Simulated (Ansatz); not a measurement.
Coupled-cluster diagnostics for the cluster Li₄Te₂⁺, Ansatz.

Geometry of the doublet (PBE-D4/def2-SVP):

```xyz
6

Li   -2.751   -2.914    2.313
Li    0.864    2.304   -2.815
Li    2.898    1.906    0.640
Li   -0.452   -0.372   -0.093
Te   -1.157   -2.902    0.298
Te    0.597    1.978   -0.343
```

In the def2 sets Te takes a core potential; there is no spin–orbit coupling. Correlated methods freeze 8 core orbitals; core or outer-core shells of Li, Te are correlated, in sets that lack core-valence functions. Another isomer (doublet) lies 0.88 eV lower at PBE0-D4/def2-TZVP; other spin states weren't run for this one.

Question: Estimate the CCSD(T) correlation energy, the shares of MP2 and (T), T1 and the reference's ⟨S²⟩ for: charge 1, doublet, own geometry in def2-SVP; and the rough time on 4 threads of AMD EPYC 9B45 on a shared host.

Answer: 
```csv
state,basis,correlation (eV),MP2 share (%),(T) share (%),T1,⟨S²⟩ (pure),wall time
"charge 1, doublet, own geometry",def2-SVP,-7.208,90.0,2.2,0.007,0.76 (0.75),7 s
```
Customary marks for T1 are 0.02 (closed shells), 0.045 (open shells) and about 0.05 (3d metals). T1 stays under 0.02 throughout.
